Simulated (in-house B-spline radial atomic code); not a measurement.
Configurations of the zirconium ion Zr⁶⁺, with energies counted from [Ar] 3d10 4s2 4p4. Computed with a radial B-spline atomic code at the basis-set limit: non-relativistic CAM-B3LYP, spin-polarised, spherical fractional occupations, point nucleus. Shells without spins written out take the highest spin.

Caution: exact exchange at fractional occupations of open shells leaves self-interaction of up to several eV.

Occupations are held fixed; configurations that lie above the ionisation limit could autoionise.

```json
{"configuration": "[Ar] 3d10 4s2 4p(2 up, 2 down)", "E - E(ref) (eV)": "3.9182", "highest orbital": "4p up", "its <r> (bohr)": "1.26"}
{"configuration": "[Ar] 3d10 4s1 4p5", "E - E(ref) (eV)": "22.338", "highest orbital": "4p down", "its <r> (bohr)": "1.264"}
{"configuration": "[Ar] 3d10 4s2 4p3 4d1", "E - E(ref) (eV)": "31.502", "highest orbital": "4d up", "its <r> (bohr)": "1.484"}
{"configuration": "[Ar] 3d10 4s2 4p3 5p1", "E - E(ref) (eV)": "56.924", "highest orbital": "5p up", "its <r> (bohr)": "2.578"}
{"configuration": "[Ar] 3d10 4s2 4p(2 up, 1 down) 5d(1 up, 0 down)", "E - E(ref) (eV)": "77.419", "highest orbital": "5d up", "its <r> (bohr)": "3.067"}
{"configuration": "[Ne] 3s2 3p(3 up, 2 down) 3d10 4s2 4p(3 up, 1 down) 4d(1 up, 0 down)", "E - E(ref) (eV)": "342.02", "highest orbital": "4d up", "its <r> (bohr)": "1.438"}
{"configuration": "[Ne] 3s2 3p(2 up, 3 down) 3d10 4s2 4p(3 up, 1 down) 5d(1 up, 0 down)", "E - E(ref) (eV)": "382.33", "highest orbital": "5d up", "its <r> (bohr)": "3.006"}
```

Question: Order these further configurations by energy, lowest first.
A. [Ar] 3d9 4s2 4p4 5f1
B. [Ar] 3d10 4s1 4p4 5s1
C. [Ar] 3d10 4s2 4p3 5d1
D. [Ar] 3d9 4s2 4p4 5s1
E. [Ar] 3d10 4s(1 up, 0 down) 4p(3 up, 1 down) 5p(0 up, 1 down)

Answer: C (69.3 eV), B (72.242 eV), E (82.139 eV), D (223.11 eV), A (257.15 eV).

Question: How far above the reference does [Ne] 3s2 3p5 3d10 4s2 4p4 5d1 lie?

Answer: 381.55 eV; its least bound orbital is 5d up with <r> = 3.002 bohr.

Question: How far above the reference does [Ne] 3s2 3p5 3d10 4s2 4p4 5s1 lie?

Answer: 359.65 eV; its least bound orbital is 5s up with <r> = 2.324 bohr.
